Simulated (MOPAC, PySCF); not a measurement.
H₂F₂GaN, SMILES `[NH2][Ga]([F])[F]`, neutral singlet in the gas phase. 

Cartesian coordinates (Å):
```xyz
6

N     -1.0267     0.0501     0.0981
Ga     0.7582    -0.0110    -0.0168
F      1.7091     1.3655    -0.4921
F      1.6730    -1.4223     0.4262
H     -1.5479     0.8005    -0.3221
H     -1.5686    -0.7905     0.2020
```
Charge 0, spin multiplicity 1.

All levels are single points at this geometry (PBE0-D4/def2-TZVP); Pople sets use spherical d functions. Orbital energies aren't observables, and empty levels follow the basis.

| level | HOMO (eV) | LUMO (eV) | gap (eV) | dipole (D) | vertical IE, Delta-SCF (eV) |
|---|---|---|---|---|---|
| PBE0-D4/def2-TZVP in PySCF | -8.33 | -1.15 | 7.18 | 3.30 | 10.83 |
| B3LYP/3-21G in PySCF | -7.20 | -0.97 | 6.23 | 3.34 | – |
| B3LYP/6-31G* in PySCF | -7.75 | -1.42 | 6.33 | 3.30 | 10.72 |
| PBE/6-31G* in PySCF | -6.50 | -2.00 | 4.50 | 3.23 | 10.49 |
| HF/6-31G* in PySCF | -11.76 | 1.96 | 13.72 | 3.39 | 9.45 |
| PM7 in MOPAC | -10.80 | -0.45 | 10.35 | 3.60 | – |
